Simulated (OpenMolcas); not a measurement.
Mo4+: moving the ligands

Mo4+ with its 6 nearest chloride ions at 2.422 Å, on the Zr site of Cs2ZrCl6 (a = 10.407 Å, distance in the model lattice 2.446 Å). The rest of the host is ab initio model potentials to 7.6 Å and point charges beyond; the distance is set by hand and nothing relaxes. Ligand basis ANO-RCC-VDZP.
```
Mo    0.0000    0.0000    0.0000
Cl    2.4220    0.0000    0.0000
Cl    0.0000    2.4220    0.0000
Cl   -2.4220    0.0000    0.0000
Cl    0.0000   -2.4220    0.0000
Cl    0.0000    0.0000    2.4220
Cl    0.0000    0.0000   -2.4220
```

```json
{
  "Program": "OpenMolcas",
  "Method": "SS-CASPT2, IPEA 0.25 Eh, imaginary shift 0.1 Eh (closed shells correlated: 4s 4p and the ligand valence shells)",
  "Basis": "ANO-RCC-VTZP [7s6p4d2f1g]",
  "Scalar Hamiltonian": "DKH2, point nucleus",
  "Active space": "2 electrons in 5 orbitals (4d)",
  "State averaging": "2S+1 = 3 even, 10 roots; 2S+1 = 1 even, 15 roots",
  "Spin-orbit coupling": "RASSI with atomic mean-field integrals over the reference wave functions"
}
```

Runs around this geometry, states (labels of O, the rotations of Oh). Energies in cm-1 above the lowest state or level, χT in cm3 K/mol; under a threefold ground state the first gap can be a small split of the lowest multiplet, not the spin-orbit step.

```tsv
R (Å)	Ground state	First state of that spin	First gap with spin-orbit (degeneracies)	χT at 300 K	First state of another spin
2.41	3T1	3T2 26210	24 (2, 3)	0.412	1T2 5580
2.422	3T1	3T2 25720	24 (2, 3)	0.409	1T2 5470
2.446	3T1	3T2 25050	26 (2, 3)	0.405	1T2 5590
```

Taking the first state of the same spin as R^-n, n = -ln(25050 / 26210) / ln(2.446 / 2.41) = 3.1 between the shortest and longest distance.

Roots that are degenerate in the reference are averaged as groups; the widest CASPT2 spread within a group is 800 cm-1 (the 3-fold group of multiplicity 1 near 33000 cm-1 above the lowest state of its run, R = 2.41). Shifts and gaps below about the spread of the groups concerned are not significant. Over all roots computed the reference weight is 0.64 to 0.65 in R = 2.41, 0.64 to 0.65 in R = 2.422, 0.64 to 0.65 in R = 2.446; a low but even weight reflects the number of correlated electrons. An orbital triplet at a regular site is open to Jahn-Teller coupling, which can distort the site and quench the lowest spin-orbit gaps and is left out. Ligand-to-metal charge-transfer states are missing. With no ligand orbital active B as a rule stays too high, so bands that hang on it stand too high and its fall with covalency is understated. With one d shell and no ligand orbital active, 10Dq can be off by a tenth or more. The least metal-like active orbital is 71 % on the metal (Löwdin) and no ligand orbital is active, so the numbers are rough (holds for R = 2.41; R = 2.422). The least metal-like active orbital is 72 % on the metal (Löwdin) and no ligand orbital is active, so the numbers are rough (holds for R = 2.446). No measured value stands beside these numbers; the geometry was set by hand and not optimised.
